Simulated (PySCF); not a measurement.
Species: C6H3ClF2.
Cartesian coordinates in Å at the B3LYP/def2-SVP level; atoms count from 1:
```
atom  x, y, z in Å
C1     1.361   -1.573   -0.235
C2     0.769   -0.383   -0.347
C3    -0.503    0.242    0.075
F4    -1.520   -0.257    0.742
C5    -0.233    1.460   -0.466
C6     1.077    0.960   -0.954
C7     2.083    1.493   -1.649
F8     2.062    2.756   -2.071
Cl9    3.527    0.655   -2.099
H10    0.864   -2.392    0.291
H11    2.348   -1.753   -0.663
H12   -0.747    2.417   -0.530
```

Level of theory: B3LYP/def2-SVP geometry optimisation, gas phase in PySCF.

Masses are those of the commonest isotopes; rigid-rotor values at the optimised geometry. 

What are A, B and C (GHz)?

Ia = 185.48, Ib = 601.96, Ic = 787.43 u·Å²; 505379 MHz·u·Å²/I gives 2725, 839.6 and 641.8 MHz, that is A = 2.7247, B = 0.8396, C = 0.6418 GHz.

What kind of rotor is it?

An asymmetric top; Ray's κ = -0.810.

What does the inertial defect say?

Planar: Δ = Ic − Ia − Ib = -0.01 u·Å². For a rigid frame Δ = −2 Σ m c², so it vanishes when all atoms lie in the ab plane; here none is more than 0.01 Å from it.

List the rotational levels J(Ka,Kc) to J = 5 (MHz).

Above 0(0,0):
J = 1: 1(0,1) 1481, 1(1,1) 3366, 1(1,0) 3564
J = 2: 2(0,2) 4429, 2(1,2) 6131, 2(1,1) 6725, 2(2,1) 12380, 2(2,0) 12395
J = 3: 3(0,3) 8815, 3(1,3) 10270, 3(1,2) 11456, 3(2,2) 16824, 3(2,1) 16897, 3(3,1) 26753, 3(3,0) 26754
J = 4: 4(0,4) 14598, 4(1,4) 15772, 4(1,3) 17745, 4(2,3) 22738, 4(2,2) 22954, 4(3,2) 32706, 4(3,1) 32711, 4(4,1) 46569, 4(4,0) 46569
J = 5: 5(0,5) 21731, 5(1,5) 22627, 5(1,4) 25574, 5(2,4) 30112, 5(2,3) 30601, 5(3,3) 40157, 5(3,2) 40176, 5(4,2) 54008, 5(4,1) 54009, 5(5,1) 71834, 5(5,0) 71834
The levels of one J sum to (2J + 1)J(J + 1)(A + B + C)/3.

Which lines would a microwave search look for?

The dipole components are |μa| = 0.68 D, |μb| = 0.35 D, |μc| = 0.00 D; the mirror of this Cs structure is the ab plane, so μc vanishes by symmetry (the 0.01 D computed is a residue) and there are no c-type lines. Intensities carry the squares of the components, which stand as 1.00 : 0.27 (a : b). Some lines, for components of 0.1 D or more:

```csv
type,branch,"J(Ka,Kc)",MHz,lower level (cm⁻¹)
a,Q,"2(1,1) ← 2(1,2)",593,0.205
b,R,"2(0,2) ← 1(1,1)",1063,0.112
a,Q,"3(1,2) ← 3(1,3)",1186,0.343
a,R,"1(0,1) ← 0(0,0)",1481,0.000
b,Q,"1(1,0) ← 1(0,1)",2083,0.049
b,Q,"2(1,1) ← 2(0,2)",2295,0.148
b,Q,"3(1,2) ← 3(0,3)",2641,0.294
a,R,"2(1,2) ← 1(1,1)",2765,0.112
a,R,"2(0,2) ← 1(0,1)",2948,0.049
a,R,"2(1,1) ← 1(1,0)",3160,0.119
b,R,"1(1,1) ← 0(0,0)",3366,0.000
a,R,"3(1,3) ← 2(1,2)",4139,0.205
a,R,"3(2,1) ← 2(2,0)",4503,0.413
b,R,"2(1,2) ← 1(0,1)",4650,0.049
a,R,"3(1,2) ← 2(1,1)",4731,0.224
b,Q,"3(2,1) ← 3(1,2)",5442,0.382
b,Q,"2(2,0) ← 2(1,1)",5670,0.224
b,Q,"2(2,1) ← 2(1,2)",6249,0.205
b,Q,"3(2,2) ← 3(1,3)",6554,0.343
b,R,"2(2,1) ← 1(1,0)",8816,0.119
b,R,"2(2,0) ← 1(1,1)",9028,0.112
b,Q,"3(3,0) ← 3(2,1)",9856,0.564
b,Q,"3(3,1) ← 3(2,2)",9929,0.561
b,R,"3(2,2) ← 2(1,1)",10099,0.224
b,R,"3(2,1) ← 2(1,2)",10766,0.205
b,R,"3(3,1) ← 2(2,0)",14358,0.413
b,R,"3(3,0) ← 2(2,1)",14374,0.413
```

Estimate the classical rotational partition function at 10 K, 25 K and 50 K.

Point group Cs, symmetry number σ = 1; q = (√π/σ)·√((kT/h)³/(ABC)), k/h = 20836.6 MHz/K: 4400 at 10 K, 17400 at 25 K, 49200 at 50 K.

B3LYP/def2-SVP frequencies: not computed here. These are rigid-rotor constants of the computed structure; measured ground-state constants (B0) also hold zero-point vibration. Quadrupole hyperfine structure (35Cl) is left out.
